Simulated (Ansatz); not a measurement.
Coupled-cluster diagnostics for Ge(OH)Cl3 (GeCl₃OH), Ansatz.

Geometry of the singlet (PBE0-D4/def2-SVP):

```xyz
6

Ge    0.196    0.001    0.257
O    -1.147    0.578   -0.701
H    -1.261    0.090   -1.526
Cl    2.035    0.191   -0.806
Cl   -0.056   -2.054    0.770
Cl    0.233    1.195    2.006
```

Correlated methods freeze 25 core orbitals; core or outer-core shells of Ge are correlated, in sets that lack core-valence functions.

Q: Estimate the CCSD(T) correlation energy, the shares of MP2 and (T), T1 and the reference's ⟨S²⟩ for: charge 0, singlet, own geometry in def2-TZVP; and the rough time on 4 threads of Intel Xeon on a shared host.

A: 
```csv
state,basis,correlation (eV),MP2 share (%),(T) share (%),T1,⟨S²⟩ (pure),wall time
"charge 0, singlet, own geometry",def2-TZVP,-30.463,92.3,4.0,0.010,0.00 (0.00),1.9 min
```
Customary marks for T1 are 0.02 (closed shells), 0.045 (open shells) and about 0.05 (3d metals). T1 stays under 0.02 throughout.
